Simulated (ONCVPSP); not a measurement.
**Before and after: ONCV potential for hafnium**

Hf (Z = 72), optimised norm-conserving Vanderbilt (ONCV), made with ONCVPSP 4.0.1 (PBE, scalar-relativistic). Core [Kr] 4d10 4f14 5s2, reference 5p6 5d3 6s1. Waves: 6s: rc 2.60 bohr, ncon 4, nbas 8, qcut 2.1 1/bohr, 2 projectors, debl 1.2 Ha; 5p: rc 1.85 bohr, ncon 4, nbas 7, qcut 9.2 1/bohr, 2 projectors, debl 2.3 Ha; 5d: rc 3.10 bohr, ncon 3, nbas 8, qcut 5.6 1/bohr, 2 projectors, debl 2.2 Ha. Local part: polynomial inside 1.85 bohr (lpopt 5, dvloc0 -1 Ha). Core correction: Teter function, parameters optimised by the program.

All-electron outer shells of the reference configuration (PBE, scalar-relativistic, ld1.x):

```csv
shell,level (eV),outermost node (bohr),outermost maximum (bohr)
5p,-34.30,0.60,1.16
4f,-15.47,–,0.45
6s,-4.74,1.37,2.96
5d,-1.99,0.67,1.73
```

Change: p: qcut 6.5.

Cutoffs: the cutoffs (Ha) at which the residual kinetic energy of the hardest occupied pseudo-wave falls to 1 and 0.1 mHa per electron; they do not see the model core or the augmentation charge, which bear on the density cutoff. Errors are all-electron minus pseudo energies relative to the spin-unpolarised reference configuration.

Predict the effect on cutoff, ghosts and configuration errors.

The potential gets softer (23 Ha and 29 Ha → 9.8 Ha and 17 Ha); both files keep a bound ghost (s); the errors of the 3 common tests hardly move. The waves are optimised to have the least kinetic energy above qcut, so the cutoff follows it (qcut²/2 in Ha).

```csv
quantity,base,changed
"cutoff, loose",23 Ha,9.8 Ha
"cutoff, tight",29 Ha,17 Ha
loose cutoff by channel,"s 2.9 Ha, p 23 Ha, d 8.9 Ha","s 2.9 Ha, p 9.8 Ha, d 8.9 Ha"
bound ghosts,s,s
GHOST(+) flags under 300 eV,none,none
tests with a reliable result,3 of 4,3 of 4
"error for 5p6 5d2 6s2, meV [ΔE -2.59 eV]",-5.7,-5.7
"error for 5p6 5d2 6s1, meV [ΔE 5.38 eV]",-1.8,-1.8
"error for 5p6 5d2 6s0, meV [ΔE 19.56 eV]",-11,-12
s: phases at 2.64 bohr within 0.05 rad from the reference energy up to (Ha; the scan ends near 5),2.4,2.4
p: phases at 1.88 bohr within 0.05 rad from the reference energy up to (Ha; the scan ends near 5),to the end of the scan,to the end of the scan
d: phases at 3.14 bohr within 0.05 rad from the reference energy up to (Ha; the scan ends near 5),3.4,3.4
"rms error of d²Exc/dni dnj with the model core, mHa",0.40,0.41
```

 A true bound ghost makes a file unfit for plane-wave use even where its test errors are small: the radial tests pick states by their node count and pass the ghost by.
